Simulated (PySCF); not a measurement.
Nonlinear optical response: `C=C(C)/C(C)=C/C(F)(F)F`, C₇H₉F₃

Molfile (atoms numbered from 1):
```
C7H9F3
     RDKit          3D

 19 18  0  0  0  0  0  0  0  0999 V2000
   -2.3225    0.0844    0.6385 C   0  0  0  0  0  0  0  0  0  0  0  0
   -1.2034   -0.4793    0.1516 C   0  0  0  0  0  0  0  0  0  0  0  0
   -1.2227   -1.9002   -0.3345 C   0  0  0  0  0  0  0  0  0  0  0  0
    0.0661    0.2796    0.0824 C   0  0  0  0  0  0  0  0  0  0  0  0
    0.0744    1.6952    0.5806 C   0  0  0  0  0  0  0  0  0  0  0  0
    1.1676   -0.3101   -0.4225 C   0  0  0  0  0  0  0  0  0  0  0  0
    2.5098    0.3344   -0.5509 C   0  0  0  0  0  0  0  0  0  0  0  0
    2.4988    1.4023   -1.3632 F   0  0  0  0  0  0  0  0  0  0  0  0
    3.0001    0.7584    0.6240 F   0  0  0  0  0  0  0  0  0  0  0  0
    3.3927   -0.5337   -1.0546 F   0  0  0  0  0  0  0  0  0  0  0  0
   -3.2567   -0.4802    0.6884 H   0  0  0  0  0  0  0  0  0  0  0  0
   -2.3535    1.1130    1.0008 H   0  0  0  0  0  0  0  0  0  0  0  0
   -2.2195   -2.3421   -0.2058 H   0  0  0  0  0  0  0  0  0  0  0  0
   -0.9593   -1.9637   -1.4025 H   0  0  0  0  0  0  0  0  0  0  0  0
   -0.5010   -2.5244    0.2159 H   0  0  0  0  0  0  0  0  0  0  0  0
   -0.2178    1.7313    1.6412 H   0  0  0  0  0  0  0  0  0  0  0  0
    1.0551    2.1706    0.4832 H   0  0  0  0  0  0  0  0  0  0  0  0
   -0.6542    2.3015    0.0209 H   0  0  0  0  0  0  0  0  0  0  0  0
    1.1460   -1.3361   -0.7901 H   0  0  0  0  0  0  0  0  0  0  0  0
  1  2  2  0
  2  3  1  0
  2  4  1  0
  4  5  1  0
  4  6  2  0
  6  7  1  0
  7  8  1  0
  7  9  1  0
  7 10  1  0
  1 11  1  0
  1 12  1  0
  3 13  1  0
  3 14  1  0
  3 15  1  0
  5 16  1  0
  5 17  1  0
  5 18  1  0
  6 19  1  0
M  END
```

Level of theory: quadratic response CAM-B3LYP/aug-cc-pVDZ first hyperpolarisability, Taylor convention, gas phase (PySCF). Geometry: PBE0-D3(BJ)/def2-SVP.

Problem. What is the first hyperpolarisability, and how does it disperse?

Solution. In 10⁻³⁰ esu, Taylor convention; the vector part is βᵢ = ⅓ Σⱼ (βᵢⱼⱼ + βⱼᵢⱼ + βⱼⱼᵢ); β∥ is 3/5 of the vector part along the dipole, the dipole points from − to +:
| process | λ (nm) | β vector norm | β∥ | β HRS | depolarisation ratio |
| --- | --- | --- | --- | --- | --- |
| static β(0;0,0) | ∞ | 1.35 | -0.78 | 0.53 | 6.05 |
| second harmonic β(−2ω;ω,ω) | 1907 | 1.38 | -0.80 | 0.55 | 5.75 |
| Pockels β(−ω;ω,0) | 1907 | 1.36 | -0.79 | – | – |
| second harmonic β(−2ω;ω,ω) | 1064 | 1.46 | -0.83 | 0.59 | 5.04 |
| Pockels β(−ω;ω,0) | 1064 | 1.38 | -0.80 | – | – |

Problem. Which lowest excitations, dipole and polarisabilities go with it?

Solution. S1 5.51 eV (f = 0.565); S2 6.30 eV (f = 0.003); S3 6.69 eV (f = 0.019); dipole 2.98 D; isotropic α 92.5 au static, 92.9 au at 1907 nm, 93.6 au at 1064 nm, 93.9 au at 953.5 nm, 97.5 au at 532 nm.
